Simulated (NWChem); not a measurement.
System: C2H6OSn, singlet; SMILES C[O][Sn][CH3]

NWChem input:

```
start job
memory heap 200 mb stack 900 mb global 1100 mb
geometry units angstroms noautoz
  Sn     0.343980    -0.590290    -0.010025
  C     -1.869331    -0.587272    -0.004340
  H     -2.248800    -1.621078    -0.008174
  H     -2.268074    -0.066967    -0.891452
  H     -2.263595    -0.075128     0.889494
  O      0.602825     1.396094    -0.002893
  C     -0.317466     2.436563     0.005585
  H     -1.374143     2.104959    -0.004587
  H     -0.181148     3.070600     0.902688
  H     -0.170876     3.093035    -0.873496
end
basis spherical
  * library sto-3g
end
dft
  xc pbe0
  iterations 150
  mulliken
end
task dft energy
```

Low-valent species are run as closed-shell singlets; no triplet was tried in these runs. Structure relaxed at the PBE0/def2-SVP (def2 core potentials past Kr) level. No frequency run checked for a minimum.

What results follow from this input? (PBE0/STO-3G, non-relativistic.) Quantities: basis functions; energy (Ha); highest occupied level (eV); orbital gap (eV); dipole (D).


```
Quantity                       Result
---------------------------  --------
number of basis functions          48
energy (Ha)                  -6117.92
highest occupied level (eV)     -3.14
orbital gap (eV)                 4.54
dipole (D)                       0.81
```
